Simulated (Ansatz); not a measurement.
System: C3H10O2Si, net charge 0, singlet state. 
Geometry from a B3LYP-D3(BJ)/def2-TZVP (Ansatz, an electronic-structure program) optimisation:
```
Si
O 1 1.6472
C 2 1.4171 1 123.59
H 3 1.0899 2 108.15 1 -180.00
H 3 1.0949 4 108.64 2 -120.96
H 3 1.0949 4 108.64 5 -118.07
H 1 1.4887 2 110.14 3 59.00
H 1 1.4887 7 107.16 2 119.81
C 1 1.8689 7 111.28 8 121.86
H 9 1.0938 1 108.38 7 62.54
H 9 1.0938 10 106.74 1 -116.55
C 9 1.5161 10 109.35 11 -118.19
H 12 1.0974 9 110.26 10 -62.39
H 12 1.0974 13 107.61 9 120.29
O 12 1.4281 13 110.21 14 120.20
H 15 0.9631 12 108.75 13 -59.31
```

Basis-set convergence of Hartree-Fock and CCSD correlation energies (hartree) with Ansatz. Valence correlation only, unless marked. Spin-orbit coupling is left out. No relativistic terms.

```csv
basis,functions,E(HF),"E(corr, CCSD)"
cc-pV(D+d)Z,143,-558.12743,-0.96816
cc-pV(T+d)Z,329,-558.23314,-1.18086
cc-pV(Q+d)Z,639,-558.25755,-1.24952
```

Extrapolating the two largest sets (X = 3 and 4) as X^-3: E(corr) = (64·(-1.24952) - 27·(-1.18086))/37 = -1.2996 Eh, an estimate of the basis-set limit. The largest set recovers 96.1 % of it, the smallest 74.5 %.
